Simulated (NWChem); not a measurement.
Program: NWChem. System: H2B3O3, charge 0, spin multiplicity 2, at a geometry optimised with UPBE0/def2-SVP. The structure started from a generated list of species. Its SCF solution wasn't tested for a lower state. Level: UHF/def2-TZVP.

Output (cleaned and shortened):

```
             Northwest Computational Chemistry Package (NWChem) 7.3.0
             --------------------------------------------------------

                                NWChem Input Module
                                -------------------

 Scaling coordinates for geometry "geometry" by  1.889725989
 (inverse scale =  0.529177249)

 Turning off AUTOSYM since
 SYMMETRY directive was detected!

                             Geometry "geometry" -> ""
                             -------------------------

 Output coordinates in angstroms (scale by  1.889725989 to convert to a.u.)

  No.       Tag          Charge          X              Y              Z
 ---- ---------------- ---------- -------------- -------------- --------------
    1 B                    5.0000     0.00000000     0.00000000    -1.41876700
    2 O                    8.0000    -1.18695500     0.00000000    -0.75012600
    3 B                    5.0000    -1.19437400     0.00000000     0.62616900
    4 O                    8.0000     0.00000000     0.00000000     1.29749500
    5 B                    5.0000     1.19437400     0.00000000     0.62616900
    6 O                    8.0000     1.18695500     0.00000000    -0.75012600
    7 H                    1.0000    -2.23404800     0.00000000     1.22710100
    8 H                    1.0000     2.23404800     0.00000000     1.22710100

 Effective nuclear repulsion energy (a.u.)     192.8018086460

            Nuclear Dipole moment (a.u.)
            ----------------------------
        X                 Y               Z
 ---------------- ---------------- ----------------
     0.0000000000     0.0000000000     0.0000018897

      Symmetry information
      --------------------

 Group name             C2v
 Group number             16
 Group order               4
 No. of unique centers     5

      Symmetry unique atoms

     1    2    3    4    7


 Summary of "ao basis" -> "" (spherical)
 ------------------------------------------------------------------------------
       Tag                 Description            Shells   Functions and Types
 ---------------- ------------------------------  ------  ---------------------
 *                         def2-tzvp                  on all atoms

 Summary of "ao basis" -> "ao basis" (spherical)
 ------------------------------------------------------------------------------
       Tag                 Description            Shells   Functions and Types
[...]
         280.953803720094           0.000000000000           0.000000000000
           0.000000000000         589.991932398137           0.000000000000
           0.000000000000           0.000000000000         309.038128678043

  Mulliken analysis of the total density
  --------------------------------------

    Atom       Charge   Shell Charges
 -----------   ------   -------------------------------------------------------
    1 B    5     4.60   0.91  1.07  0.47  0.37  0.06  0.82  0.54  0.09  0.10  0.13  0.04
    2 O    8     8.41   0.79  1.18  0.55  0.92  0.35  1.88  2.08  0.62  0.00  0.02  0.00
    3 B    5     4.58   0.91  1.07  0.48  0.31  0.01  0.88  0.56  0.07  0.11  0.15  0.04
    4 O    8     8.44   0.79  1.18  0.55  0.92  0.35  1.89  2.08  0.64  0.00  0.02  0.00
    5 B    5     4.58   0.91  1.07  0.48  0.31  0.01  0.88  0.56  0.07  0.11  0.15  0.04
    6 O    8     8.41   0.79  1.18  0.55  0.92  0.35  1.88  2.08  0.62  0.00  0.02  0.00
    7 H    1     0.98   0.26  0.52  0.20  0.01
    8 H    1     0.98   0.26  0.52  0.20  0.01

  Mulliken analysis of the alpha density
  --------------------------------------

    Atom       Charge   Shell Charges
 -----------   ------   -------------------------------------------------------
    1 B    5     2.77   0.46  0.53  0.30  0.27  0.05  0.53  0.41  0.08  0.05  0.07  0.02
    2 O    8     4.21   0.40  0.59  0.28  0.46  0.18  0.95  1.04  0.30  0.00  0.01  0.00
    3 B    5     2.30   0.46  0.53  0.24  0.16  0.01  0.44  0.28  0.04  0.05  0.07  0.02
    4 O    8     4.22   0.40  0.59  0.28  0.46  0.18  0.94  1.04  0.32  0.00  0.01  0.00
    5 B    5     2.30   0.46  0.53  0.24  0.16  0.01  0.44  0.28  0.04  0.05  0.07  0.02
    6 O    8     4.21   0.40  0.59  0.28  0.46  0.18  0.95  1.04  0.30  0.00  0.01  0.00
    7 H    1     0.49   0.13  0.26  0.10  0.00
    8 H    1     0.49   0.13  0.26  0.10  0.00

   Mulliken analysis of the beta density
   -------------------------------------

    Atom       Charge   Shell Charges
 -----------   ------   -------------------------------------------------------
    1 B    5     1.83   0.45  0.54  0.17  0.10  0.01  0.29  0.13  0.01  0.05  0.06  0.02
    2 O    8     4.20   0.40  0.59  0.27  0.46  0.17  0.94  1.04  0.32  0.00  0.01  0.00
    3 B    5     2.28   0.46  0.53  0.24  0.16  0.00  0.44  0.28  0.03  0.05  0.07  0.02
    4 O    8     4.22   0.40  0.59  0.28  0.46  0.18  0.94  1.04  0.32  0.00  0.01  0.00
    5 B    5     2.28   0.46  0.53  0.24  0.16  0.00  0.44  0.28  0.03  0.05  0.07  0.02
    6 O    8     4.20   0.40  0.59  0.27  0.46  0.17  0.94  1.04  0.32  0.00  0.01  0.00
    7 H    1     0.49   0.13  0.26  0.10  0.00
    8 H    1     0.49   0.13  0.26  0.10  0.00

   Mulliken analysis of the spin density
   -------------------------------------

    Atom       Charge   Shell Charges
 -----------   ------   -------------------------------------------------------
    1 B    5     0.94   0.01 -0.01  0.13  0.17  0.05  0.24  0.27  0.06  0.00  0.02 -0.00
    2 O    8     0.01   0.00 -0.00  0.01  0.00  0.00  0.01  0.00 -0.02  0.00  0.00  0.00
    3 B    5     0.02   0.00 -0.00  0.00  0.00  0.00  0.01  0.00  0.01  0.00  0.00 -0.00
    4 O    8    -0.00  -0.00  0.00 -0.00 -0.00 -0.00 -0.00 -0.00 -0.00  0.00  0.00  0.00
    5 B    5     0.02   0.00 -0.00  0.00  0.00  0.00  0.01  0.00  0.01  0.00  0.00 -0.00
    6 O    8     0.01   0.00 -0.00  0.01  0.00  0.00  0.01  0.00 -0.02  0.00  0.00  0.00
    7 H    1     0.00   0.00  0.00  0.00 -0.00
    8 H    1     0.00   0.00  0.00  0.00 -0.00

       Multipole analysis of the density wrt the origin
       ------------------------------------------------

     L   x y z        total         alpha         beta         nuclear
     -   - - -        -----         -----         ----         -------
     0   0 0 0     -0.000000    -21.000000    -20.000000     41.000000

     1   1 0 0     -0.000000     -0.000000     -0.000000      0.000000
     1   0 1 0      0.000000      0.000000      0.000000      0.000000
     1   0 0 1      0.248497      2.027176     -1.778680      0.000002

     2   2 0 0    -27.090353    -97.698510    -96.478472    167.086629
     2   1 1 0     -0.000000     -0.000000     -0.000000      0.000000
     2   1 0 1      0.000000      0.000000     -0.000000      0.000000
     2   0 2 0    -22.759269    -12.055630    -10.703639      0.000000
     2   0 1 1     -0.000000     -0.000000      0.000000      0.000000
     2   0 0 2    -28.671245    -92.897671    -76.715981    140.942407

 Task  times  cpu:       17.0s     wall:       17.0s

 Total times  cpu:       17.0s     wall:       17.0s
```

Write an NWChem input that would produce this output.

Several could match; the one computed here: 
```
start mol
memory heap 200 mb stack 900 mb global 1100 mb
geometry units angstroms nocenter noautoz
  B      0.000000     0.000000    -1.418767
  O     -1.186955     0.000000    -0.750126
  B     -1.194374     0.000000     0.626169
  O      0.000000     0.000000     1.297495
  B      1.194374     0.000000     0.626169
  O      1.186955     0.000000    -0.750126
  H     -2.234048     0.000000     1.227101
  H      2.234048     0.000000     1.227101
  symmetry group C2v
end
basis spherical
  * library def2-tzvp
end
scf
  uhf
  nopen 1
  maxiter 100
  thresh 1e-7
  semidirect memsize 60000000 filesize 0
  # guess.movecs holds the orbitals of an unrestricted PBE0 run
  vectors input guess.movecs output mol.movecs
end
task scf energy
```
